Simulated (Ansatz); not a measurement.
Ansatz (a quantum-chemistry and plane-wave program) input (SVWN5/def2-TZVP):

Ansatz 0.2 input:
```yaml
crystal:
  periodic: [false, false, false]
  atoms:
    - {symbol: Be, position_ang: [-0.00000000, -0.00000000, -0.88442103]}
    - {symbol: O, position_ang: [0.00000000, 0.00000000, 0.44221052]}
basis:
  gaussian:
    orbitals: def2-TZVP
hamiltonian:
  xc: {name: SVWN5}
relax: {f_tol: 0.003, max_steps: 100}
```

End of the output:

```
mean field -2427.11124498 eV, -89.1946930978 hartree, gradient 2.6e-5 eV, S^2 0.000000; 0 other end points of the search recorded, 0 dependent functions left out
the calculation of the forces begins
reference -2427.11128319 eV, -89.1946945021 hartree; 6, 6 occupied and 44, 44 virtual orbitals, 292 factors
relax step   3: F+E_penalty+E_count = -2427.11124498 eV  Δ(F+E_penalty+E_count) = -1.498e-4 eV  max|allowed force component| = 1.637e-3 eV/Å  Δτ_max = 0.0012 Å  (25 SCF iters, accepted)
integrals: 0.00 GiB planned
292 factors; their error is unknown
mean field: 0.07 GiB planned
mean field evaluation 64: about -2427.1112 eV, gradient 1.5e-3 eV
mean field -2427.11124498 eV, -89.1946930978 hartree, gradient 2.5e-5 eV, S^2 0.000000; 4 other end points of the search recorded, 0 dependent functions left out
the calculation of the forces begins
reference -2427.11128319 eV, -89.1946945021 hartree; 6, 6 occupied and 44, 44 virtual orbitals, 292 factors
Total energy: -2427.11128319 eV, -89.1946945021 hartree
Atom 0 at    -0.000000    -0.000000    -0.887890 Å, force     0.000000    -0.000000    -0.001637 eV/Å
Atom 1 at     0.000000     0.000000     0.445679 Å, force    -0.000000     0.000000     0.001637 eV/Å
Dipole moment:     0.000000     0.000000    -1.214634 e Å
```
